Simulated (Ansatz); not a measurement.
Geometry optimisation, Ansatz, RHF/def2-SVP.

Input:

```yaml
crystal:
  periodic: [false, false, false]
  atoms:
    - { symbol: O, position_ang: [-2.0608, -0.672, 0.2225] }
    - { symbol: Si, position_ang: [-0.4806, -0.9407, 0.0668] }
    - { symbol: C, position_ang: [0.5841, 0.575, 0.2823] }
    - { symbol: O, position_ang: [2.0878, 0.4524, 0.0352] }
    - { symbol: Cl, position_ang: [0.0304, 1.846, -0.8245] }
    - { symbol: H, position_ang: [-2.4917, -0.0571, -0.4904] }
    - { symbol: H, position_ang: [-0.2568, -1.516, -1.2819] }
    - { symbol: H, position_ang: [-0.0944, -1.9701, 1.0535] }
    - { symbol: H, position_ang: [0.5079, 0.9755, 1.3558] }
    - { symbol: H, position_ang: [2.26299, -0.37909, 0.43007] }
basis:
  gaussian: { orbitals: def2-SVP }
hamiltonian:
  xc: hf
relax:
  f_tol: 0.015
  max_steps: 40
```

Run as:

```bash
$ ansatz run input.yaml --threads 1 --pin off --max-ram 2048MiB --backend cpu --events-out ev --progress --plain --runs-dir out
```

Task: Where does it end, and by what steps?

Result: The forces met the threshold. After 15 steps the energy has fallen by 1.040 eV; H10 moved furthest, 1.07 Å.

```
step  energy less start (eV)  largest force component (eV/Å)  accepted
   0                  0.0000                           4.249       yes
   1                 -0.6366                           2.073       yes
   2                 -0.7467                           0.684       yes
   3                 -0.7589                           0.412       yes
   4                 -0.7768                           0.142       yes
   5                 -0.7836                           0.118       yes
   6                 -0.7856                           0.908       yes
   7                 -0.8261                           0.407       yes
   8                 -0.8930                           0.385       yes
   9                 -0.8968                           1.995       yes
  10                 -1.0088                           0.422       yes
  11                 -1.0267                           0.470       yes
  12                 -1.0368                           0.106       yes
  13                 -1.0391                           0.105       yes
  14                 -1.0394                           0.025       yes
  15                 -1.0395                           0.008       yes
```

```xyz
10
Properties=species:S:1:pos:R:3
O -2.100 -0.575 0.177
Si -0.548 -1.086 -0.020
C 0.636 0.362 0.360
O 1.924 -0.026 0.137
Cl 0.152 1.751 -0.754
H -2.422 0.145 -0.343
H -0.265 -1.536 -1.395
H -0.314 -2.162 0.958
H 0.490 0.784 1.354
H 2.536 0.656 0.375
```

Whether the end is a true minimum wasn't checked by a vibrational analysis.

Time of the run: 37 s on 1 thread of Intel(R) Xeon(R) CPU @ 2.60GHz (Ice Lake) (shared host), peak memory 0.22 GiB.
